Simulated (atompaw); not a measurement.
## u(r) = r·R(r): atom against pseudo-atom (V (Z = 23))

Columns: radius, all-electron u(r) and pseudo u(r) of the 4p shell (level -12.96 eV) of vanadium in the configuration [Ar] 3d3 4s0 4p0; PBE, scalar-relativistic, PAW (atompaw) scheme, atompaw 4.2.0.5.

```json
{"r (bohr)": "0.115", "all-electron": "0.1498", "pseudo": "0.0021"}
{"r (bohr)": "0.231", "all-electron": "0.1328", "pseudo": "0.0083"}
{"r (bohr)": "0.346", "all-electron": "-0.0096", "pseudo": "0.0186"}
{"r (bohr)": "0.462", "all-electron": "-0.1545", "pseudo": "0.0331"}
{"r (bohr)": "0.577", "all-electron": "-0.2494", "pseudo": "0.0513"}
{"r (bohr)": "0.692", "all-electron": "-0.2878", "pseudo": "0.0733"}
{"r (bohr)": "0.808", "all-electron": "-0.2778", "pseudo": "0.0992"}
{"r (bohr)": "0.923", "all-electron": "-0.2329", "pseudo": "0.1281"}
{"r (bohr)": "1.038", "all-electron": "-0.1658", "pseudo": "0.1600"}
{"r (bohr)": "1.154", "all-electron": "-0.0856", "pseudo": "0.1949"}
{"r (bohr)": "1.269", "all-electron": "-0.0009", "pseudo": "0.2316"}
{"r (bohr)": "1.385", "all-electron": "0.0847", "pseudo": "0.2704"}
{"r (bohr)": "1.500", "all-electron": "0.1665", "pseudo": "0.3098"}
{"r (bohr)": "1.615", "all-electron": "0.2428", "pseudo": "0.3495"}
{"r (bohr)": "1.731", "all-electron": "0.3131", "pseudo": "0.3893"}
{"r (bohr)": "1.846", "all-electron": "0.3754", "pseudo": "0.4275"}
{"r (bohr)": "1.962", "all-electron": "0.4305", "pseudo": "0.4642"}
{"r (bohr)": "2.077", "all-electron": "0.4775", "pseudo": "0.4980"}
{"r (bohr)": "2.192", "all-electron": "0.5169", "pseudo": "0.5285"}
{"r (bohr)": "2.308", "all-electron": "0.5494", "pseudo": "0.5553"}
{"r (bohr)": "2.423", "all-electron": "0.5749", "pseudo": "0.5775"}
{"r (bohr)": "2.538", "all-electron": "0.5940", "pseudo": "0.5949"}
{"r (bohr)": "2.654", "all-electron": "0.6074", "pseudo": "0.6076"}
{"r (bohr)": "2.769", "all-electron": "0.6153", "pseudo": "0.6153"}
{"r (bohr)": "2.885", "all-electron": "0.6184", "pseudo": "0.6184"}
{"r (bohr)": "3.000", "all-electron": "0.6172", "pseudo": "0.6172"}
```

Problem. How many radial nodes do the two functions have?

Solution. The all-electron 4p function has n − l − 1 = 2; the pseudo-wave has 0, since the states of the same l below it are removed with the core.

Problem. Is the pseudo-wave norm-conserving?

Solution. No, it belongs to a PAW set: the norm inside the radius is not constrained, and the difference is carried by the augmentation charge.
